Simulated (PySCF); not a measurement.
A PySCF script (with the pyscf-properties extension) for the NMR shieldings of `[C@@H]1(Cl)CC[C@@H]([SiH2]O[SiH3])C1`, C$_{5}$H$_{13}$ClOSi$_{2}$, on a GFN2-xTB geometry:

```python
import basis_set_exchange as bse
import numpy as np
from pyscf import gto, dft
from pyscf.prop import nmr

atoms = """
Si    3.081604   -0.564027    0.605031
O     2.288772    0.634968   -0.142101
Si    1.187887    1.651938   -0.756128
C    -0.531780    0.856579   -0.583214
C    -0.901644    0.458332    0.850438
C    -1.963634   -0.648754    0.714219
C    -1.948000   -1.074028   -0.757974
Cl   -3.378303   -0.407488   -1.613561
C    -0.678508   -0.464634   -1.338619
H     3.660108    0.015493    1.814063
H     4.080070   -1.032799   -0.350688
H     2.121676   -1.622120    0.934020
H     1.279476    2.881278    0.029139
H     1.549935    1.824374   -2.161196
H    -1.298368    1.540192   -0.960081
H    -1.271753    1.307650    1.422656
H    -0.021949    0.064691    1.362592
H    -2.951878   -0.288213    0.996451
H    -1.727259   -1.501714    1.351226
H    -2.013822   -2.154065   -0.895443
H     0.162592   -1.123453   -1.110417
H    -0.735632   -0.334813   -2.418125
"""
names = dict.fromkeys(["Si", "O", "C", "Cl", "H"], "pcSseg-1")
basis = {el: gto.basis.parse(bse.get_basis(n, elements=[el], fmt="nwchem")) for el, n in names.items()}
mol = gto.M(atom=atoms, basis=basis, charge=0, verbose=0)
mf = dft.RKS(mol, xc="PBE0")
mf.grids.level = 2
mf.grids.alignment = dft.numint.BLKSIZE   # the property module wants whole blocks of grid points
mf.conv_tol = 1e-9
mf.kernel()

calc = nmr.RKS(mf)   # GIAO
C = mf.mo_coeff
Co = C[:, mf.mo_occ > 0]
resp = mf.gen_response(singlet=True, hermi=2)
def vind(x):   # induced exchange potential for any number of trial vectors
    d = np.einsum("pi,xij,qj->xpq", C, 2 * x.reshape(-1, C.shape[1], Co.shape[1]), Co, optimize=True)
    return np.einsum("xpq,pi,qj->xij", resp(d - d.transpose(0, 2, 1)), C, Co, optimize=True).ravel()
mo1, _ = nmr.rhf.solve_mo1(calc, with_cphf=vind)
sigma = calc.kernel(mo1)
for i, s in enumerate(sigma):   # ppm
    print("%2d %-2s %9.2f" % (i, mol.atom_pure_symbol(i), np.trace(s) / 3))
```

Problem. What does it print?

Solution. 
```
 0 Si    392.16
 1 O     336.83
 2 Si    374.13
 3 C     158.53
 4 C     158.47
 5 C     146.06
 6 C     119.72
 7 Cl    740.20
 8 C     143.01
 9 H      26.54
10 H      26.55
11 H      26.58
12 H      26.55
13 H      26.60
14 H      30.27
15 H      29.63
16 H      30.08
17 H      29.52
18 H      29.30
19 H      27.20
20 H      29.91
21 H      29.72
```

These numbers come from an equivalent density-fitted implementation of the same equations, which agrees with the script to about 0.01 ppm for H and up to a few tenths of a ppm for heavy atoms, so last digits may differ.

Problem. Turn these shieldings into chemical shifts. Scale: $^{29}$Si (σ = 349.16 ppm) and $^{13}$C (σ = 186.93 ppm) and $^{1}$H (σ = 31.72 ppm) vs TMS; $^{17}$O (σ = 336.08 ppm) against H2O; $^{35}$Cl (σ = 949.78 ppm) against HCl (reference shieldings calculated alike).

Solution. Averaging equivalent atoms: Si 2: -25.0; Si 0: -43.0; O 1: -0.8; C 6: 67.2; C 8: 43.9; C 5: 40.9; C 4: 28.5; C 3: 28.4; Cl 7: 210; H 12: 5.17; H 9/10/11: 5.16; H 13: 5.12; H 19: 4.52; H 18: 2.42; H 17: 2.20; H 15: 2.09; H 21: 1.99; H 20: 1.81; H 16: 1.63; H 14: 1.44 ppm. Experimental scales use liquid or dissolved standards, which lie at an offset from isolated H2O (liquid H2O: subtract about 36 ppm).

Size and cost of the density-fitted run: 239 basis functions, 120 s wall time on 1 thread of an Arm Neoverse N1, shared host; peak memory 1 GiB.
